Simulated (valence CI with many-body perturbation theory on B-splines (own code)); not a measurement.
E1 line list for Pt6+

Method: valence CI with perturbative core correlation (CI+MBPT): four valence electrons over a frozen Dirac-Fock core [Xe] 4f14, a basis of 7 s, 7 p, 8 d, 6 f, 4 g, 1 h functions for each j, with the one-electron correlation potential Σ1, the two-electron term Σ2, the three-electron term Σ3, Breit, model QED; selected CI, second order for the rest, scaled by the run's own slope (own B-spline code, finite nucleus).

No measured levels were compared; by estimate terms of the open shell hold to 2 to 4 % of their energy, and close levels can change places; different configurations can be misplaced against each other by 1,000 to 8,000 cm⁻¹. The list stops below the first excitations out of the core.

Lines 301 to 350 of 600 in falling wavelength, among levels below 312470 cm⁻¹, chosen from the strongest by gf and those to the six lowest levels. Wavelengths and rates use the calculated energies, so an error of 2000 cm⁻¹ moves a line at 78.63 nm by 1.6 % and its rate by three times that or more. Electric multipoles are in the length gauge, E1 and E2 with the static RPA response of the core. Weak lines are less certain than strong ones. Lines between different terms over intervals too small for the method are left out, as are lines whose strength nearly cancels. Where a level lies close to another of its J and parity, the split of strength between their lines is uncertain. The highest levels of a list are the least certain.

Levels are named by their leading jj configuration (3d3/2^4 stands for four electrons in 3d with j = 3/2), which in mixed levels can hold well under half, so a name can repeat and another be missing. Letters in brackets count levels of one name in rising energy.

| λ vac (nm) | Upper | Lower | A (s⁻¹) | log gf | Branch % |
| --- | --- | --- | --- | --- | --- |
| 78.63 | (5d3/2 5d5/2^2 6p3/2) J=3 [c] | (5d3/2^2 5d5/2 6s) J=4 [b] | 6.50e+08 | -0.37 | 7.0 |
| 76.64 | (5d3/2 5d5/2^2 6p3/2) J=4 [e] | (5d3/2 5d5/2^2 6s) J=5 [a] | 3.16e+08 | -0.60 | 3.7 |
| 76.47 | (5d3/2 5d5/2^2 6p3/2) J=5 [b] | (5d3/2^2 5d5/2 6s) J=5 | 1.80e+08 | -0.76 | 1.1 |
| 47.36 | (5d3/2^3 6p1/2) J=1 | (5d3/2^2 5d5/2^2) J=0 [a] | 2.21e+08 | -1.65 | 2.7 |
| 46.23 | (5d3/2^3 6p1/2) J=2 | (5d3/2^2 5d5/2^2) J=3 [a] | 3.20e+07 | -2.29 | 2.2 |
| 45.67 | (5d3/2 5d5/2^2 6p1/2) J=5 [b] | (5d3/2^2 5d5/2^2) J=4 [c] | 4.11e+08 | -0.85 | 7.2 |
| 45.33 | (5d3/2 5d5/2^2 6p3/2) J=4 [c] | (5d3/2 5d5/2^3) J=4 [b] | 5.36e+08 | -0.83 | 5.1 |
| 45.07 | (5d3/2 5d5/2^2 6p1/2) J=5 [c] | (5d3/2^2 5d5/2^2) J=4 [c] | 4.15e+08 | -0.86 | 3.6 |
| 44.63 | (5d5/2^3 6p1/2) J=4 | (5d3/2 5d5/2^3) J=3 [b] | 6.39e+08 | -0.77 | 5.0 |
| 44.59 | (5d3/2 5d5/2^2 6p1/2) J=3 [d] | (5d3/2^2 5d5/2^2) J=2 [e] | 6.05e+08 | -0.90 | 3.5 |
| 44.49 | (5d3/2^3 6p1/2) J=1 | (5d3/2^2 5d5/2^2) J=2 [a] | 9.95e+07 | -2.05 | 1.2 |
| 44.36 | (5d3/2^2 5d5/2 6p1/2) J=3 [a] | (5d3/2^3 5d5/2) J=4 | 2.80e+08 | -1.24 | 11.6 |
| 44.04 | (5d3/2 5d5/2^2 6p1/2) J=4 [b] | (5d3/2^2 5d5/2^2) J=3 [c] | 7.06e+08 | -0.73 | 6.4 |
| 44.00 | (5d3/2^2 5d5/2 6p1/2) J=3 [a] | (5d3/2^2 5d5/2^2) J=3 [a] | 2.14e+08 | -1.36 | 8.8 |
| 43.89 | (5d3/2 5d5/2^2 6p1/2) J=4 [c] | (5d3/2^2 5d5/2^2) J=4 [c] | 1.20e+09 | -0.51 | 8.1 |
| 43.78 | (5d3/2 5d5/2^2 6p3/2) J=5 [c] | (5d3/2 5d5/2^3) J=4 [b] | 9.77e+08 | -0.51 | 5.2 |
| 43.72 | (5d3/2^2 5d5/2 6p1/2) J=2 [a] | (5d3/2^2 5d5/2^2) J=3 [a] | 2.70e+08 | -1.41 | 4.4 |
| 43.57 | (5d3/2 5d5/2^2 6p1/2) J=2 [b] | (5d3/2^2 5d5/2^2) J=3 [c] | 1.11e+09 | -0.80 | 23.1 |
| 43.40 | (5d3/2 5d5/2^2 6p3/2) J=3 [e] | (5d3/2 5d5/2^3) J=4 [b] | 1.49e+09 | -0.53 | 8.7 |
| 43.38 | (5d3/2^3 6p1/2) J=1 | (5d3/2^3 5d5/2) J=1 | 3.49e+08 | -1.53 | 4.3 |
| 43.37 | (5d3/2^2 5d5/2 6p3/2) J=2 [e] | (5d3/2^2 5d5/2^2) J=2 [d] | 1.22e+09 | -0.76 | 7.2 |
| 43.23 | (5d3/2 5d5/2^2 6p1/2) J=5 [a] | (5d3/2^2 5d5/2^2) J=6 | 1.35e+09 | -0.38 | 28.1 |
| 43.22 | (5d3/2^2 5d5/2 6p1/2) J=3 [a] | (5d3/2^2 5d5/2^2) J=2 [a] | 1.27e+08 | -1.60 | 5.2 |
| 43.20 | (5d3/2 5d5/2^2 6p3/2) J=3 [d] | (5d5/2^4) J=4 | 1.73e+09 | -0.47 | 11.5 |
| 43.19 | (5d3/2^2 5d5/2 6p3/2) J=3 [c] | (5d3/2 5d5/2^3) J=2 [a] | 1.20e+09 | -0.63 | 12.7 |
| 43.13 | (5d3/2^3 6p3/2) J=3 | (5d3/2^2 5d5/2^2) J=2 [b] | 1.84e+09 | -0.45 | 19.1 |
| 43.03 | (5d3/2^2 5d5/2 6p1/2) J=4 [a] | (5d3/2^3 5d5/2) J=4 | 3.11e+08 | -1.11 | 9.9 |
| 42.99 | (5d5/2^3 6p1/2) J=1 | (5d3/2 5d5/2^3) J=0 | 1.86e+09 | -0.81 | 14.3 |
| 42.95 | (5d3/2^2 5d5/2 6p1/2) J=2 [a] | (5d3/2^2 5d5/2^2) J=2 [a] | 7.59e+07 | -1.98 | 1.2 |
| 42.88 | (5d3/2 5d5/2^2 6p1/2) J=4 [a] | (5d3/2^2 5d5/2^2) J=3 [b] | 1.35e+09 | -0.47 | 30.8 |
| 42.85 | (5d3/2^2 5d5/2 6p1/2) J=1 [b] | (5d3/2^2 5d5/2^2) J=0 [a] | 3.49e+08 | -1.54 | 3.0 |
| 42.77 | (5d3/2 5d5/2^2 6p1/2) J=5 [b] | (5d3/2 5d5/2^3) J=4 [a] | 5.93e+08 | -0.75 | 10.4 |
| 42.77 | (5d3/2^2 5d5/2 6p3/2) J=2 [f] | (5d3/2^2 5d5/2^2) J=2 [e] | 1.66e+09 | -0.64 | 17.7 |
| 42.76 | (5d3/2^2 5d5/2 6p3/2) J=4 [a] | (5d3/2^2 5d5/2^2) J=4 [b] | 6.35e+08 | -0.80 | 5.8 |
| 42.69 | (5d3/2^2 5d5/2 6p1/2) J=4 [a] | (5d3/2^2 5d5/2^2) J=3 [a] | 8.05e+08 | -0.70 | 25.7 |
| 42.69 | (5d3/2 5d5/2^2 6p1/2) J=5 [a] | (5d3/2^2 5d5/2^2) J=5 | 5.45e+08 | -0.79 | 11.3 |
| 42.68 | (5d3/2 5d5/2^2 6p1/2) J=3 [a] | (5d3/2^2 5d5/2^2) J=2 [b] | 1.48e+09 | -0.55 | 15.7 |
| 42.58 | (5d3/2 5d5/2^2 6p3/2) J=2 [d] | (5d3/2 5d5/2^3) J=3 [c] | 2.48e+09 | -0.47 | 19.9 |
| 42.52 | (5d5/2^3 6p1/2) J=5 | (5d3/2 5d5/2^3) J=6 | 1.67e+09 | -0.30 | 20.5 |
| 42.50 | (5d5/2^3 6p1/2) J=2 [b] | (5d3/2 5d5/2^3) J=1 [b] | 2.16e+09 | -0.53 | 15.8 |
| 42.48 | (5d3/2^2 5d5/2 6p3/2) J=4 [b] | (5d3/2 5d5/2^3) J=3 [a] | 6.38e+08 | -0.81 | 4.1 |
| 42.47 | (5d3/2 5d5/2^2 6p3/2) J=4 [a] | (5d3/2^2 5d5/2^2) J=4 [c] | 8.82e+08 | -0.67 | 7.8 |
| 42.44 | (5d3/2^2 5d5/2 6p1/2) J=3 [b] | (5d3/2^3 5d5/2) J=4 | 2.03e+09 | -0.42 | 20.9 |
| 42.42 | (5d5/2^3 6p1/2) J=4 | (5d3/2 5d5/2^3) J=5 | 1.97e+09 | -0.32 | 15.4 |
| 42.40 | (5d3/2^2 5d5/2 6p1/2) J=5 | (5d3/2^3 5d5/2) J=4 | 1.64e+09 | -0.31 | 49.8 |
| 42.40 | (5d5/2^3 6p1/2) J=2 [b] | (5d3/2 5d5/2^3) J=3 [c] | 1.26e+09 | -0.77 | 9.3 |
| 42.32 | (5d3/2^2 5d5/2 6p3/2) J=5 | (5d3/2 5d5/2^3) J=5 | 5.07e+08 | -0.82 | 2.4 |
| 42.26 | (5d3/2 5d5/2^2 6p3/2) J=4 [e] | (5d3/2 5d5/2^3) J=3 [c] | 2.62e+09 | -0.20 | 30.6 |
| 42.25 | (5d3/2 5d5/2^2 6p3/2) J=4 [c] | (5d3/2 5d5/2^3) J=3 [b] | 1.98e+09 | -0.32 | 18.8 |
| 42.25 | (5d3/2 5d5/2^2 6p1/2) J=5 [c] | (5d3/2 5d5/2^3) J=4 [a] | 4.43e+08 | -0.88 | 3.9 |

**Question.** How does gf follow from A for the line at 42.50 nm?

**Answer.** gf = 1.4992 × (2J+1)_upper × A / σ², with σ = 235298 cm⁻¹ and 2J+1 = 5: gf = 0.292.
